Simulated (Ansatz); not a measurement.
Isolated molecules relaxed with PBE0-D4/def2-TZVP in Ansatz; ΔE leaves out vibrations. CBS: MP2 limit from def2 TZ/QZ plus the TZ coupled-cluster correction, frozen cores. This one scheme is used for every species. DFT in def2-TZVPP. For Ge outer-core shells are correlated without core-valence functions, which leaves a few kJ/mol of doubt a bond. Scalar relativity is left out up to krypton.

Reaction (formal exchange of groups at the Al–C bond): `F[CH2][AlH2]` + `[F][GeH3]` → `[F][GeH2][AlH2]` + `CF`

```
             level  ΔE (kcal/mol)
RPA@PBE/def2-TZVPP          -11.0
     MP2/CBS(def2)          -10.7
```

Problem. What does CCSD(T)/CBS give? (An estimate is asked.)

Solution. Computed: -11.4 kcal/mol. The listed levels differ from it by 0.4, 0.7 kcal/mol.

Problem. What do rigid-rotor, harmonic-oscillator terms from PBE0-D4/def2-TZVP frequencies (298.15 K, 1 bar) make of the CCSD(T)/CBS value? (An estimate is asked.)

Solution. Ansatz gave: ΔZPE = +2.1 kcal/mol, ΔH = -8.9 kcal/mol, ΔS = 8 J/(mol·K), ΔG = -9.5 kcal/mol.

Largest T1 diagnostic among the species: 0.012.

Leaving LDA and LC-ωPBE aside and taking each functional with its dispersion term where it has one, the values, not all of them listed here, spread over 2.9 kcal/mol, from HSE06-D4 to B97M-V. LDA lies +1.0 kcal/mol from PBE without D4. At CCSD(T), def2-SVP lies +1.0 kcal/mol from the extrapolated value and def2-TZVPP +0.1 kcal/mol.
